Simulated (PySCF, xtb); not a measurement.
C4H9FSi, SMILES CC[SiH2]/C=C\F. One conformer was computed; it need not be the lowest.

Harmonic wavenumbers (cm⁻¹) from xtb with GFN2-xTB at its own minimum, in rising order: 18, 63, 89, 166, 223, 281, 312, 469, 562, 581, 695, 734, 736, 752, 762, 779, 883, 979, 1008, 1022, 1081, 1189, 1243, 1291, 1294, 1422, 1483, 1513, 1515, 1681, 2220, 2231, 2961, 2976, 3011, 3030, 3037, 3038, 3087.

Question: What does PySCF 2.14.0 with PBE-D3(BJ)/def2-SVP give at its own minimum? (Estimate from the structure and the level; the computed values follow.)

Answer: 16, 74, 87, 171, 209, 276, 326, 478, 576, 668, 668, 730, 735, 753, 819, 909, 917, 952, 955, 1001, 1028, 1194, 1206, 1208, 1316, 1346, 1382, 1425, 1428, 1648, 2143, 2145, 2964, 2966, 3015, 3047, 3052, 3093, 3118. Paired by order, the mean absolute difference is 36 cm⁻¹ and the zero-point energies are 72.1 and 71.5 kcal/mol.
